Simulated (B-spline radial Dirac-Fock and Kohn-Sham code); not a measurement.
## Auger decay of the K hole in Ru⁺

System: Ru⁺, [Kr] 4d7.

Input of the calculation (task.json; shells as n, l, electrons):

```json
{"items": [{
  "Z": 44,
  "q": 1,
  "cfg": [[1, 0, 2], [2, 0, 2], [2, 1, 6], [3, 0, 2], [3, 1, 6], [3, 2, 10], [4, 0, 2], [4, 1, 6], [4, 2, 7]],
  "A": 102,
  "rrms": 4.4809,
  "do": ["binding", "quiet", "decay"],
  "holes": ["K", "L1", "L2", "L3", "M1", "M2", "M3", "M4", "M5", "N1", "N2", "N3"]
}]}
```

Run with: `python xray_run.py task.json out`

Calculated with a radial atomic solver, using a relativistic independent-particle model: LDA orbitals of the hole state, radiative multipoles to third order, Auger rates from the Coulomb interaction with a continuum orbital, Dirac-Fock energies. Kinetic energies are configuration averages from the vacuum level; the two-hole energies are estimated from single-hole states.

```
transition  kinetic energy (eV)  width (meV)  share (%)
    K-L1L1              15534.2         66.3        6.2
    K-L1L2              15803.8         82.1        7.6
    K-L1L3              15935.1          126       11.7
    K-L2L2              16033.5         13.5        1.3
    K-L2L3              16174.3          309       28.8
    K-L3L3              16303.5          160       14.9
    K-L1M1              18242.3         21.7        2.0
    K-L1M2              18341.0         14.1        1.3
    K-L1M3              18364.6         21.6        2.0
    K-L2M1              18501.8         11.3        1.1
    K-L2M2              18604.6         4.36        0.4
    K-L2M3              18625.2         45.1        4.2
    K-L3M1              18631.0         17.3        1.6
    K-L3M2              18730.8         44.2        4.1
    K-L3M3              18755.9         47.3        4.4
    K-L1N1              18771.5         3.95        0.4
    K-L2M5              18807.8         5.61        0.5
    K-L3M4                    –         7.39        0.7
    K-L3M5              18938.3         6.74        0.6
    K-L2N3              19069.9         7.05        0.7
    K-L3N2              19195.3         6.95        0.6
    K-L3N3              19199.2         7.42        0.7
    K-M2M3              21118.5         6.53        0.6
    K-M3M3              21140.5         3.51        0.3
```

A dash stands for an energy that rests on an unreliable hole state.

The listed channels hold 97 % of the non-radiative rate. Summed by principal shells, of 1.07 eV in all: KLL 70.5 %, KLM 23.4 %, KLN 3.6 %, KMM 1.9 %, KMN 0.6 %.
